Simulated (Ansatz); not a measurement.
CH6B2OS, relaxed with RKS PBE0-D4/def2-TZVP in the Gaussian-basis code of Ansatz from a PBE-D4/def2-SVP geometry. The force threshold is 0.005 eV/Å; the program also tests the step.

Total charge 0; spin multiplicity 1. The bonds changed during the relaxation, so this is another structure than the one it started from.

Start:

```xyz
11

B    -0.512    1.207    0.248
B    -0.618   -0.500    0.303
O    -1.512   -1.457    0.677
C     0.834   -0.932   -0.263
S     1.517    0.777    0.016
H    -0.626    1.961    1.207
H    -0.872    1.709   -0.817
H    -2.338   -1.059    1.009
H     0.807   -1.137   -1.353
H     1.459   -1.702    0.234
H     1.862    1.132   -1.260
```

Problem. By how much does the energy fall, and how many steps does the optimiser take? (Estimate.)

Solution. The calculation gave: 0.05 eV, in 11 steps.

Problem. Which bonds change most? (Best estimate.)

Solution. Ansatz gave: C4–S5 from 1.861 to 1.829 Å; B1–S5 from 2.087 to 2.059 Å; S5–H11 from 1.369 to 1.346 Å; B1–H6 from 1.225 to 1.204 Å.

Problem. Give the relaxed structure. (Best estimate.)

Solution. Ansatz gave: 
```xyz
11

B    -0.503    1.200    0.241
B    -0.610   -0.497    0.303
O    -1.500   -1.439    0.690
C     0.828   -0.919   -0.274
S     1.496    0.756    0.031
H    -0.639    1.955    1.169
H    -0.840    1.662   -0.826
H    -2.313   -1.057    1.030
H     0.790   -1.098   -1.350
H     1.436   -1.692    0.199
H     1.856    1.129   -1.211
```
